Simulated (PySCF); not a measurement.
C7H7F2OS (charge -1).
SMILES with atom numbers: `[CH3:1][CH2:2][CH2:3][c:4]1[s:5][c:6]([O-:7])[c:8]([F:9])[c:10]1[F:11]`

Structure used (GFN2-xTB), in Å, numbered top down from 1:
```xyz
18
C7H7F2OS angstrom
C     -2.989    0.399    0.332
C     -1.477    0.494    0.498
C     -0.738   -0.554   -0.343
C      0.737   -0.473   -0.152
S      1.517   -1.031    1.317
C      3.208   -0.491    0.758
O      4.188   -0.667    1.470
C      2.996    0.064   -0.488
F      4.037    0.573   -1.238
C      1.671    0.079   -0.965
F      1.345    0.605   -2.183
H     -3.493    1.132    0.960
H     -3.339   -0.593    0.612
H     -3.272    0.582   -0.703
H     -1.208    0.345    1.545
H     -1.137    1.489    0.203
H     -1.092   -1.549   -0.054
H     -0.964   -0.399   -1.402
```

NICS is the negative of the GIAO shielding at a point without a nucleus: at the ring centre (0) and 1 Å above and below it (1); zz is the component along the ring normal. Level: GIAO PBE0/pcSseg-1 (PySCF, non-relativistic, gas phase) on the GFN2-xTB geometry, one conformer.

Ring bond lengths (Å), with Mayer bond orders in brackets: C4–S5 1.754 (1.03), S5–C6 1.862 (0.89), C6–C8 1.381 (1.32), C8–C10 1.408 (1.22), C10–C4 1.355 (1.50).

Problem. Give the NICS values of each ring in ppm.

Solution. 
```tsv
ring	type	NICS(0)	NICS(1), two faces	NICS(1)zz, two faces	rms pucker (Å)	centre to ring atoms, mean (Å)
C4–S5–C6–C8–C10	5-membered ring with S; formal bonds all aromatic	-14.5	-7.2 / -7.1	-10.8 / -11.5	0.00	1.31
```

Problem. What can be read from them?

Solution. 
- C4–S5–C6–C8–C10: mean NICS(1)zz -11.2 ppm, shielded. That is too small in size for a clear verdict by the NICS criterion. NICS(0) lies 7 ppm below the mean NICS(1).

Problem. How equal are the bonds by HOMA? HOMA = 1 − mean of α(R − Ropt)² over the ring bonds, with Krygowski's 1993 parameters (CC: Ropt 1.388 Å, α 257.7 Å⁻²; CS: Ropt 1.677 Å, α 94.09 Å⁻²).

Solution. 
- C4–S5–C6–C8–C10: HOMA 0.17; the largest term is that of S5–C6, α(R − Ropt)² = 3.21.
